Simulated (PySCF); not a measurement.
Input for PySCF: R-MP2/6-31G* on C2H3N (SMILES CC#N) with ghost functions, monomers drawn apart or pushed together.

```python
from pyscf import gto, scf, dft, mp
from pyscf.data.elements import chemcore

mol = gto.M(
    atom='''
    C     0.26602635   -0.78649444    4.22330828
    C     0.26097872   -0.32600783    2.84575693
    N     0.25729936    0.03800131    1.75781033
    H    -0.42791770   -1.61897983    4.34044340
    H     1.26659821   -1.11772261    4.50167606
    H    -0.03666634    0.02294588    4.88776114
    ghost-Cl    0.24530721    1.00910989   -1.14696121
    ghost-H    0.25030765    0.59688010    0.08579232
    ''',
    basis='6-31g*',
    cart=True,
    charge=0, spin=0, verbose=3, max_memory=1800)
mf = scf.RHF(mol)
mf.conv_tol = 1e-8
mf.max_cycle = 100
mf.kernel()
if not mf.converged:
    mf = mf.newton().run(mf.mo_coeff, mf.mo_occ)
pt = mp.MP2(mf, frozen=chemcore(mol)).run()
```

Give the final energy of this run.

-132.3374 hartree.
